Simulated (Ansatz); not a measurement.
Ansatz (a quantum-chemistry and plane-wave program) input (CCSD(T)/aug-cc-pVDZ):

Ansatz 0.2 input:
```yaml
crystal:
  periodic: [false, false, false]
  atoms:
    - {symbol: O, position_ang: [-1.99684832, -0.00439841, -0.34987957]}
    - {symbol: B, position_ang: [-0.81469902, -0.08471127, 0.02504356]}
    - {symbol: B, position_ang: [0.81469902, 0.08471127, -0.02504356]}
    - {symbol: O, position_ang: [1.99684832, 0.00439841, 0.34987957]}
basis:
  gaussian:
    orbitals: aug-cc-pVDZ
total_charge: -1
magnetization: {spin_polarized: true, initial_magnetization: 1}
correlation: {method: ccsd_t, electrons: outside_noble_gas}
output: {forces: true}
```

Output:

```
Functional definition: HF
integrals: 0.16 GiB planned
898 factors; integrals over basis functions are off by at most 3.3e-4 eV
mean field: 0.23 GiB planned
mean field evaluation 1: about -5417.7875 eV, gradient 2.2e1 eV
mean field evaluation 2: about -5417.7892 eV, gradient 2.2e1 eV
mean field evaluation 4: about -5420.4865 eV, gradient 2.8e0 eV
mean field evaluation 8: about -5420.5867 eV, gradient 1.5e-1 eV
mean field evaluation 16: about -5420.5673 eV, gradient 7.6e-1 eV
mean field evaluation 32: about -5420.0964 eV, gradient 1.3e-3 eV
mean field evaluation 64: about -5419.0531 eV, gradient 4.9e-3 eV
mean field evaluation 96: about -5418.4490 eV, gradient 1.7e-1 eV
mean field evaluation 128: about -5417.9959 eV, gradient 1.4e-3 eV
mean field evaluation 160: about -5420.0960 eV, gradient 7.4e-2 eV
mean field evaluation 192: about -5419.0402 eV, gradient 1.4e0 eV
mean field evaluation 224: about -5420.0939 eV, gradient 3.2e-2 eV
mean field -5420.58802482 eV, -199.2029357057 hartree, gradient 4.4e-6 eV, S^2 0.767903; 10 other end points of the search recorded, 0 dependent functions left out
determinant -5420.58802482 eV, -199.2029357057 hartree, with singles and doubles -5435.68626517 eV, -199.7577858047 hartree
determinant -5420.09641272 eV, -199.1848692943 hartree, with singles and doubles -5435.24668349 eV, -199.7416314758 hartree
determinant -5419.05308867 eV, -199.1465278423 hartree, with singles and doubles -5434.30205813 eV, -199.7069171340 hartree
determinant -5418.80266199 eV, -199.1373248319 hartree, with singles and doubles -5434.03124007 eV, -199.6969647539 hartree
determinant -5418.45081479 eV, -199.1243946856 hartree, with singles and doubles -5433.69734990 eV, -199.6846945164 hartree
determinant -5417.99587270 eV, -199.1076758720 hartree, with singles and doubles -5433.15406451 eV, -199.6647291467 hartree
determinant -5417.96607447 eV, -199.1065808074 hartree, with singles and doubles -5433.13756828 eV, -199.6641229214 hartree
determinant -5420.58802482 eV, -199.2029357057 hartree, with singles and doubles -5435.68782501 eV, -199.7578431277 hartree
determinant -5420.09641272 eV, -199.1848692943 hartree, with singles and doubles -5435.25011415 eV, -199.7417575501 hartree
4 core orbitals not correlated
reference -5420.58802482 eV, -199.2029357057 hartree; 10, 9 occupied and 78, 79 virtual orbitals, 898 factors
densities: 1.01 GiB planned
second order -14.92230972 eV of doubles, -0.00000000 eV of singles
coupled cluster: 0.68 GiB planned
cycle   1  -15.09980083 eV  change   -6.4e-7 eV  update   3.8e-6
cycle   2  -15.09980137 eV  change   -5.4e-7 eV  update   2.5e-6
cycle   3  -15.09980203 eV  change   -6.6e-7 eV  update   2.1e-6
cycle   4  -15.09980189 eV  change    1.4e-7 eV  update   6.5e-7
cycle   5  -15.09980173 eV  change    1.6e-7 eV  update   3.7e-7
cycle   6  -15.09980166 eV  change    7.0e-8 eV  update   1.7e-7
perturbative correction -0.63581312 eV, -0.0233657014 hartree
the calculation of the forces begins
Total energy: -5436.32363961 eV, -199.7812088832 hartree
Atom 0 at    -1.996848    -0.004398    -0.349880 Å, force    -1.261709     0.065379    -0.358998 eV/Å
Atom 1 at    -0.814699    -0.084711     0.025044 Å, force     0.429415    -0.122406     0.324858 eV/Å
Atom 2 at     0.814699     0.084711    -0.025044 Å, force    -0.429416     0.122406    -0.324858 eV/Å
Atom 3 at     1.996848     0.004398     0.349880 Å, force     1.261710    -0.065379     0.358998 eV/Å
Dipole moment:     0.000000    -0.000000     0.000000 e Å
```
